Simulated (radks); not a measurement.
Values are calculated unless marked as measured or tabulated.
Spherical jellium clusters: N electrons in a uniform positive sphere of charge N and radius rs N^(1/3), rs = 3.45 bohr. Level of theory: non-relativistic Kohn-Sham, LDA (Slater exchange, Perdew-Wang correlation), spin-polarised, spherical densities (a radial shooting solver with Libxc functionals). Levels are named by radial order and angular momentum (1s, 1p, 1d, 2s, ...), and open shells are averaged over m.

N = 28, configuration 1s2 1p6 1d10 2s2 1f(up 7, down 1). This is the lowest configuration that the search found. Occupied and some empty levels:

| level | occupation | eigenvalue (eV) | <r> (bohr) |
|---|---|---|---|
| 1s up | 1 | -6.4149 | 6.306 |
| 1s down | 1 | -6.1971 | 5.973 |
| 1p up | 3 | -5.5304 | 7.513 |
| 1p down | 3 | -5.2126 | 7.360 |
| 1d up | 5 | -4.4276 | 8.332 |
| 1d down | 5 | -4.0637 | 8.292 |
| 2s up | 1 | -3.9274 | 6.767 |
| 2s down | 1 | -3.7350 | 6.971 |
| 1f up | 7 | -3.1396 | 9.030 |
| 1f down | 1 | -2.7639 | 9.076 |
| 2p up | 0 | -2.4213 | 8.162 |
| 2p down | 0 | -2.2371 | 8.278 |
| 1g up | 0 | -1.7113 | 9.748 |
| 1g down | 0 | -1.3515 | 9.891 |
| 2d up | 0 | -1.0493 | 10.24 |
| 2d down | 0 | -0.87574 | 10.52 |

Energy (eV): total -49.9908, kinetic 65.043, external -2407.2, Hartree 1187.3, exchange-correlation -116.91, background 1221.8.
